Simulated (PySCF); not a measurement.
Positional isomers: butadiene methyl+boryl. Isolated molecules, 0 K electronic values unless said otherwise. One relaxed conformer stands for each flexible species; it need not be the lowest. Strings in code marks are SMILES.

The four lowest singlet excitations (Tamm–Dancoff). These are TPSSh-D3(BJ)/def2-TZVP // CAM-B3LYP-D3(BJ)/def2-TZVP (PySCF) values and carry that method's errors. Excitations are Tamm–Dancoff values on a coarser integration grid. The basis has no diffuse functions, so Rydberg states are missing or too high.

| state | energy (eV) | wavelength (nm) | oscillator strength |
|---|---|---|---|
| S1 | 4.94 | 251 | 1.058 |
| S2 | 5.10 | 243 | 0.000 |
| S3 | 5.29 | 234 | 0.000 |
| S4 | 6.31 | 197 | 0.143 |

Task: Identify which member gives these states.
A. `B/C=C\C=C/C`
B. `B/C=C/C=C/C`
C. `B/C=C\C(=C)C`
D. `B/C(C=C)=C/C`

Result: B, `B/C=C/C=C/C`
